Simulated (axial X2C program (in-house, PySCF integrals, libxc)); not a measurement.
Worked dissociation energy of SnS⁺: HF, without spin–orbit coupling

All values were computed with an axial X2C code built on PySCF integrals. Spin-free means the one-electron spin-free X2C Hamiltonian. Basis: Sn dyall-cv3z [11s12p9d4f1g], S dyall-av3z [9s8p3d2f] (cores contracted in-house); Gaussian nuclei, density fitting, unrestricted open shells. Masses: Sn 119.902 u, S 31.972 u.

Molecular state: M_S = 1/2, Λ = 1 (beyond evenly filled blocks: π+α, π+β, π-α).

| Quantity | Value |
| --- | --- |
| E(Sn+) (2M_S = 1, M_L = 0) | -6173.581183 hartree |
| E(S) (2M_S = 2, M_L = 0) | -398.597542 hartree |
| E(SnS⁺) at Re | -6572.236407 hartree |
| ωe | 403.4 cm⁻¹ |

**Question.** Work out De and D0.

**Answer.** De = -6173.581183 + (-398.597542) − (-6572.236407) = 0.05768 hartree = 1.570 eV. The zero-point energy is ωe/2 = 202 cm⁻¹ = 0.025 eV, so D0 = 1.545 eV.

One determinant describes the state; a PBE0 search over occupations chose it and may have missed a lower one. Dissociation energies refer to the lowest single-determinant-based atoms at the same level and basis. The determinant is spin-polarised beyond a pure state at some levels (its spin-free form has ⟨S²⟩ too high), which makes Re and μ there less reliable. The stretched end of a curve changes character and is left out. Spin-free De lacks the spin–orbit lowering of the heavy p-block atom, a tenth of an eV or more for 4p and 5p, up to an eV for 6p and one to two eV for 7p atoms, less what an open-shell molecule gains itself.

Hartree–Fock lacks correlation and underbinds, often by eV.

Each atomic determinant is the lowest at this level and need not be a pure term. Totals compare only within one Hamiltonian and basis.
